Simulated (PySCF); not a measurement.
wavenumber (cm⁻¹), absorption (km/mol per cm⁻¹) and a bar:
```
        0      0.001 
        8      0.001 
       17      0.001 
       25      0.001 
       33      0.001 
       42      0.001 
       50      0.001 
       58      0.001 
       67      0.001 
       75      0.001 
       84      0.002 
       92      0.002 
      100      0.002 
      109      0.002 
      117      0.003 
      125      0.004 
      134      0.006 
      142      0.014 
      150      0.028 
      159      0.010 
      167      0.005 
      175      0.004 
      184      0.004 
      192      0.004 
      200      0.004 
      209      0.004 
      217      0.005 
      225      0.005 
      234      0.006 
      242      0.006 
      251      0.007 
      259      0.008 
      267      0.009 
      276      0.011 
      284      0.013 
      292      0.015 
      301      0.018 
      309      0.023 
      317      0.029 
      326      0.038 #
      334      0.053 #
      342      0.077 #
      351      0.124 ##
      359      0.232 ###
      367      0.560 ########
      376      1.997 #############################
      384      2.044 ##############################
      393      0.643 #########
      401      0.544 ########
      409      0.366 #####
      418      0.144 ##
      426      0.079 #
      434      0.052 #
      443      0.037 #
      451      0.028 
      459      0.022 
      468      0.018 
      476      0.014 
      484      0.012 
      493      0.010
```

This is the computed harmonic infrared spectrum of singlet SeCl₂, Lorentzian lines of 12 cm⁻¹ full width. Level of theory: BP86 in PySCF with Se def2-TZVP, Cl def2-TZVP; no relativity; density-fitted integrals.

Task: Which bands make it up, and how are they assigned?

Result: In C2v symmetry, counting bands above 1 % of the strongest: 380 cm⁻¹ (b2, stretch, 56 km/mol); 404 cm⁻¹ (a1, stretch, 7.8 km/mol).
